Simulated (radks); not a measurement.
The numbers below are computed, except where a source is named.
Task: Code: a radial shooting solver on a logarithmic mesh with Libxc functionals. Model: scalar-relativistic Kohn-Sham, r2SCAN, spin-polarised, spherical densities, finite nucleus; open shells are filled with parallel spins first (spin-orbit coupling, left out, can overturn this in heavy ions); meta-GGA in the generalised Kohn-Sham scheme; Fermi nuclear charge, rms radius of each element as measured or else 0.836 A^(1/3) + 0.57 fm. Each species is in its NIST ground configuration. Rank Lu4+, Pr4+, Nd4+, Dy4+, Tm4+, Tb4+, Sm4+, Yb4+, Pm4+, Ho4+, La4+, Er4+, Gd4+, Eu4+, Ce4+ by Delta-SCF ionisation energy (eV), largest first.

Result: Yb4+ 81.655, Tm4+ 80.265, Er4+ 78.849, Ho4+ 77.400, Dy4+ 75.907, Tb4+ 74.353, Gd4+ 73.363, Eu4+ 72.353, Pm4+ 70.254, Nd4+ 69.155, Lu4+ 68.446, Ce4+ 66.821, Sm4+ 63.899, La4+ 62.678, Pr4+ 58.541.
